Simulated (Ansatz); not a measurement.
Cost and result for the atomization energy of CH5AlBN (`[CH3][Al]1[BH][NH]1`) (9 atoms, 9 bonds).

```tsv
atom	x (Å)	y (Å)	z (Å)
C1	1.7476	0.4078	0.5512
Al2	-0.1566	0.0177	0.4394
B3	-2.0791	-0.3982	0.1044
N4	-1.2078	-0.3542	-0.9930
H5	2.0825	0.5612	1.5787
H6	2.3294	-0.4127	0.1211
H7	1.9819	1.3104	-0.0211
H8	-3.2498	-0.6186	0.1840
H9	-1.4482	-0.5134	-1.9647
```

Charge 0, multiplicity 1. All single points use the PBE0-D4/def2-TZVP geometry. Program: Ansatz. All runs use 2 threads of an Arm Neoverse V2 on a shared host. Times are those of one run each, without the atoms' runs, and a repeat can differ threefold. Electronic energies, without spin–orbit coupling; frozen cores. CCSD(T)/CBS adds CCSD(T) − MP2 in def2-TZVPP to the MP2 limit, and its time is that of the two runs behind it. T1 = 0.013. B3LYP takes the VWN-RPA correlation (the form of Gaussian; ORCA's B3LYP/G).

CCSD(T)/CBS is a level of theory with its own doubt, some kJ/mol a heavy atom from the limit and from the frozen cores, so smaller differences don't rank the functionals.

```json
{"level": "LDA (SPW92)/def2-TZVPP", "functions": "205", "wall time": "1.1 s", "atomization (kJ/mol)": "3648.3", "difference from CCSD(T)/CBS": "453.5", "per bond": "50.4"}
{"level": "revPBE-D4/def2-TZVPP", "functions": "205", "wall time": "2 s", "atomization (kJ/mol)": "3191.5", "difference from CCSD(T)/CBS": "-3.3", "per bond": "-0.4"}
{"level": "CCSD(T)/def2-SVP", "functions": "85", "wall time": "2.1 s", "atomization (kJ/mol)": "3029.3", "difference from CCSD(T)/CBS": "-165.5", "per bond": "-18.4"}
{"level": "BHLYP-D4/def2-TZVPP", "functions": "205", "wall time": "2.8 s", "atomization (kJ/mol)": "3124.5", "difference from CCSD(T)/CBS": "-70.3", "per bond": "-7.8"}
{"level": "PBE0-D4/def2-TZVPP", "functions": "205", "wall time": "3.5 s", "atomization (kJ/mol)": "3218.0", "difference from CCSD(T)/CBS": "23.2", "per bond": "2.6"}
{"level": "r2SCANh-D4/def2-TZVPP", "functions": "205", "wall time": "4.3 s", "atomization (kJ/mol)": "3205.3", "difference from CCSD(T)/CBS": "10.5", "per bond": "1.2"}
{"level": "B3LYP-D4/def2-TZVPP (with forces)", "functions": "205", "wall time": "4.4 s", "atomization (kJ/mol)": "3214.1", "difference from CCSD(T)/CBS": "19.3", "per bond": "2.1"}
{"level": "r2SCAN-D4/def2-TZVPP (with forces)", "functions": "205", "wall time": "4.8 s", "atomization (kJ/mol)": "3225.6", "difference from CCSD(T)/CBS": "30.8", "per bond": "3.4"}
{"level": "ωB97X-V/def2-TZVPP", "functions": "205", "wall time": "7.5 s", "atomization (kJ/mol)": "3215.2", "difference from CCSD(T)/CBS": "20.4", "per bond": "2.3"}
{"level": "ωB97M-V/def2-TZVPP (with forces)", "functions": "205", "wall time": "11 s", "atomization (kJ/mol)": "3223.6", "difference from CCSD(T)/CBS": "28.8", "per bond": "3.2"}
{"level": "MP2/def2-QZVPP", "functions": "391", "wall time": "18 s", "atomization (kJ/mol)": "3212.1", "difference from CCSD(T)/CBS": "17.3", "per bond": "1.9"}
{"level": "CCSD(T)/def2-TZVPP", "functions": "205", "wall time": "50 s", "atomization (kJ/mol)": "3110.2", "difference from CCSD(T)/CBS": "-84.6", "per bond": "-9.4"}
{"level": "CCSD(T)/CBS(def2)", "functions": "–", "wall time": "67 s", "atomization (kJ/mol)": "3194.8", "difference from CCSD(T)/CBS": "0.0", "per bond": "0.0"}
```

From PBE to PBE0 (25 % exact exchange), in def2-TZVPP and without D4, the atomization energy moves by −53.6 kJ/mol: exact exchange takes away binding that semilocal exchange gives to molecules. Leaving LDA and LC-ωPBE aside and taking each functional with its dispersion term where it has one, the values, not all of them listed here, spread over 149.2 kJ/mol, from BHLYP-D4 to PBE-D4. LDA lies +388.2 kJ/mol from PBE without D4, its usual overbinding. The D4 term adds +22.0 kJ/mol with B3LYP and +11.4 kJ/mol with PBE0; it sums over pairs of atoms, weighted by their polarisabilities, and B3LYP, whose exchange is more repulsive, gets the larger term.
